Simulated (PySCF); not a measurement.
C₂H₆N, SMILES [N](C)C, doublet at its B3LYP/def2-SVP optimised geometry (Å):

```
9

C     -1.3372    -0.6065     0.0000
N      0.0953    -0.6065     0.0000
C      0.6472     0.0753     1.1325
H     -1.7478     0.4270     0.0000
H     -1.7475    -1.0921     0.9124
H     -1.7335    -1.1355    -0.8806
H      0.3140    -0.3825     2.0897
H      0.3145     1.1355     1.1754
H      1.7478     0.0595     1.1068
```

Calculation: unrestricted B3LYP/def2-TZVP run with PySCF 2.14.0. Cells within 0.4 Å of a nucleus heavier than hydrogen are left out (blank, or x).

Map of the HOMO amplitude (α) (bohr^(-3/2)) on the plane z = 0.0 Å; orbital energy -6.86 eV, overall sign arbitrary:

```
|444444444444444444444444444|
|444444444444444444444444444|
|444444444444444444444444444|
|444444444444444444444444444|
|444444444444444444444444444|
|444444444444444444444444444|
|444444444444444444444444444|
|444444444444444444444444444|
|444444444444444444444444444|
|444444444444444444444444444|
|444444333444555554444444444|
|444444322345565555444444444|
|444443322345677655544444444|
|444444322346899765544444444|
|44444443xx468xx755544444444|
|44444444xx444xx444444444444|
|44445555xx430xx234444444444|
|444555555543100234444444444|
|444555555543222334444444444|
|444555555544333344444444444|
|444455555444444444444444444|
|444445554444444444444444444|
|444444444444444444444444444|
|444444444444444444444444444|
|444444444444444444444444444|
|444444444444444444444444444|
|444444444444444444444444444|
```
Scale: ten equal steps from -0.228 (start of '0') to 0.239 (end of '9'), in the order '0123456789'; x runs from -4.00 to 4.00, y from -4.00 (bottom) to 4.00 (top).
